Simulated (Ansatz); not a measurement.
`[NH2][Ge][OH]` + H–F → `[NH2][Ge][F]` + H₂O at 500 K and 1 bar (ligand exchange at a Ge–O bond).

Calculated with Ansatz (gas phase, PBE0-D4/def2-TZVP geometries, no zero-point term in ΔE). CCSD(T)/CBS is the MP2 limit (def2-TZVPP, def2-QZVPP) plus CCSD(T) − MP2 in def2-TZVPP, frozen cores. This one scheme is used for every species. For Ge outer-core shells are correlated without core-valence functions, which leaves a few kJ/mol of doubt a bond. Scalar relativity is left out up to krypton. One conformer a species, not always the lowest.

| species | CCSD(T)/CBS energy (Eh) | H − E (kJ/mol) | S (J/(mol·K)) |
| --- | --- | --- | --- |
| `[NH2][Ge][OH]` | -2207.83457 | 133.1 | 334.0 |
| H–F | -100.39570 | 39.4 | 188.7 |
| `[NH2][Ge][F]` | -2231.86581 | 99.7 | 321.0 |
| H₂O | -76.37941 | 73.2 | 206.3 |

H − E and S are ideal-gas, rigid-rotor, harmonic terms from PBE0-D4/def2-TZVP, for one conformer and one mirror image of each species. 1 Eh = 2625.50 kJ/mol, R = 8.31446 J/(mol·K).

Problem. By hand: ΔE, ΔH, ΔS and ΔG.

Solution. ΔE = (-2231.86581) + (-76.37941) − (-2207.83457) − (-100.39570) = -0.01495 Eh = -39.3 kJ/mol. Δ(H − E) = 99.7 + 73.2 − 133.1 − 39.4 = 0.4, so ΔH = -38.9 kJ/mol. ΔS = 321.0 + 206.3 − 334.0 − 188.7 = 4.6 J/(mol·K). ΔG = -38.9 − 500 × (4.6)/1000 = -41.2 kJ/mol.

Problem. By hand: the equilibrium constant, and the temperature at which ΔG would vanish if ΔH and ΔS stayed fixed.

Solution. log₁₀ K = −ΔG/(RT ln 10) = 4.3. ΔH and −TΔS have one sign here, so there is no such temperature. One of them is within its doubt of zero, so this could turn.

The number of gas molecules stays the same, so ΔS is small and ΔH decides. A doubt of 5 kJ/mol in ΔE shifts log₁₀ K by 0.5 here. Other conformers and mirror images would add mixing entropy, several J/(mol·K) or more a flexible species. These are equilibria of isolated gas molecules and say nothing of rates. Largest T1 diagnostic: 0.014 (customary marks: 0.02 for closed shells, 0.045 for open ones).
